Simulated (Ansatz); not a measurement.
Ga(H2O)H3 (GaOH₅). Charge 0, multiplicity 1. Geometry r2SCAN-D4/def2-TZVP; atoms count from 1.

```xyz
7

Ga    0.644    0.708   -0.138
O    -0.936   -0.798   -0.114
H    -1.478   -0.688    0.679
H    -0.542   -1.677   -0.050
H     1.357    0.180   -1.430
H     1.260    0.321    1.260
H    -0.305    1.953   -0.208
```

Estimate the Mulliken populations from the PBE0/def2-TZVP orbitals of Ansatz.


| atom | charge (e) |
| --- | --- |
| Ga1 | 0.16 |
| O2 | -0.55 |
| H3 | 0.36 |
| H4 | 0.36 |
| H5 | -0.11 |
| H6 | -0.12 |
| H7 | -0.11 |
Mulliken values depend strongly on the basis.
